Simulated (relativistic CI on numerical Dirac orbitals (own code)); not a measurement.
**Forbidden lines of Fe+**

Calculated at this level of theory: Dirac-Coulomb-Breit CI, KLI orbitals optimised for each configuration, model QED, valence Slater integrals scaled by 0.85, configuration energies shifted to the measured levels that pair with them (semi-empirical) (own radial code, finite nucleus).

Configurations in the expansion (outside the closed core [Ar]): 3d6 4s, 3d7, 3d5 4s2, 3d6 4p, 3d5 4s 4p, 3d6 4d, 3d6 4f, 3d6 5s, 3d6 5p, 3d6 6s, 3d4 4s 4p2, 3d6 5d, 3d5 4p2, 3d6 6p, 3d6 5g, 3d6 5f, 3d6 6d, 3d6 6g, 3d5 4s 5p, 3d4 4s2 4p, 3d5 4s 5s, 3d5 4s 6s, 3d5 4s 4d, 3d5 4s 5d, 3d5 4s 6p, 3d5 4p 4d. Levels of other configurations are missing.

| λ vac (Å) | Lower | Upper | Type | A (s⁻¹) | log gf |
| --- | --- | --- | --- | --- | --- |
| 6947.5 | 3d7 4F_9/2 [6] | 3d7 2G_7/2 [18] | M1 | 4.20e-03 | -9.61 |
| 7185.4 | 3d7 4F_9/2 [6] | 3d7 2G_9/2 [17] | M1 | 1.19e-01 | -8.04 |
| 7203.6 | 3d7 4F_7/2 [7] | 3d7 2G_7/2 [18] | M1 | 4.52e-02 | -8.55 |
| 7404.7 | 3d7 4F_5/2 [8] | 3d7 2G_7/2 [18] | M1 | 3.49e-02 | -8.64 |
| 7459.7 | 3d7 4F_7/2 [7] | 3d7 2G_9/2 [17] | M1 | 3.95e-02 | -8.48 |
| 358941 | 3d6 4s 4D_5/2 [11] | 3d6 4s 4D_3/2 [12] | M1 | 1.22e-03 | -7.02 |
| 620612 | 3d6 4s 4D_3/2 [12] | 3d6 4s 4D_1/2 [13] | M1 | 3.38e-04 | -7.41 |

Terms are leading LS components. Brackets give the number of a level in order of energy, since labels repeat. The list gives strong lines, with weight on those to low levels, without configurations that were not tied to measured data, among the lowest 400 of 9346 levels, so that lines to higher ones, which can be the strongest, are missing, and without lines across small gaps between configurations, and without 65 lines that miss the measured interval by over 3.5 %, start from a term whose rates miss tabulated ones by over 60 %, have gauges far apart or, lacking measured levels, span too small a gap for the errors found; lines with a level outside our table were not tested and can miss by more. Levels whose partners in the same complex of configurations lie outside the list can be far off, and so can their lines. Rates are taken at the computed energies, electric ones in the length gauge.

Configurations whose levels could be paired with our table of measured levels were shifted onto them, all but the ground configuration, by the median error of their levels; single terms can still be off by 1,000 to 2,000 cm⁻¹ or more, and rates follow the energies as ν³ (E1, M1) or ν⁵ (E2). The others borrow a shift and can be off by several thousand cm⁻¹ or more. The fine structure of a lone outer electron comes out too small, for d and f at times inverted, and misplaced configurations move strength between like terms. 130 of the 132 excited levels that our extract of the measured tables holds in this range could be paired (the sources list more); they are missed by 731 cm⁻¹ on average and 2584 at most, after the shifts were fitted to these levels, and levels without a partner can miss by more.

**Question.** From the table, what is the radiative lifetime of 3d7 2G_7/2?

**Answer.** The listed rates from this level add up to about 8.44e-02 s⁻¹, 98 % of its decay; with all channels τ = 1.16e+01 s.
